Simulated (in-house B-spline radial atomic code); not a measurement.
Configurations of Eu2+, with energies counted from [Xe] 4f7. Computed with a radial B-spline atomic code at the basis-set limit: scalar-relativistic (X2C) BHandHLYP, spin-polarised, spherical fractional occupations, Fermi nucleus of rms radius 5.1115 fm. Caution: exact exchange at fractional occupations of open shells leaves self-interaction of up to several eV. Shells without spins written out take the highest spin.

Occupations are held fixed; configurations that lie above the ionisation limit could autoionise.

```tsv
configuration	E - E(ref) (eV)	highest orbital	its <r> (bohr)
[Kr] 4d10 4f8 5s2 5p5	32.137	4f down	1.801
[Kr] 4d10 4f7 5s2 5p5 6d1	35.1	6d up	6.006
[Kr] 4d10 4f7 5s2 5p5 5f1	36.631	5f up	6.085
[Kr] 4d10 4f(5 up, 2 down) 5s2 5p(2 up, 3 down) 6f(1 up, 0 down)	68.438	6f up	10.44
[Kr] 4d9 4f8 5s2 5p6	145.5	4f down	1.322
[Kr] 4d9 4f7 5s2 5p6 6d1	150.95	6d up	5.951
[Kr] 4d9 4f7 5s2 5p6 6f1	154.85	6f up	10.32
```

**Question.** Order these further configurations by energy, lowest first.
A. [Kr] 4d9 4f7 5s2 5p6 5f1
B. [Kr] 4d10 4f7 5s2 5p5 6f1
C. [Kr] 4d10 4f(1 up, 6 down) 5s2 5p(3 up, 2 down) 6d(1 up, 0 down)
D. [Xe] 4f6 5f1
E. [Xe] 4f(4 up, 2 down) 6s(0 up, 1 down)

**Answer.** D (23.664 eV), E (34.689 eV), B (38.966 eV), C (53.875 eV), A (152.5 eV).

**Question.** How far above the reference does [Kr] 4d9 4f7 5s2 5p6 6s1 lie?

**Answer.** 140.38 eV; its least bound orbital is 6s up with <r> = 3.379 bohr.

**Question.** How far above the reference does [Xe] 4f(2 up, 5 down) lie?

**Answer.** 26.745 eV; its least bound orbital is 4f up with <r> = 1.068 bohr.

**Question.** How far above the reference does [Xe] 4f(5 up, 1 down) 6f(0 up, 1 down) lie?

**Answer.** 40.387 eV; its least bound orbital is 6f down with <r> = 10.5 bohr.
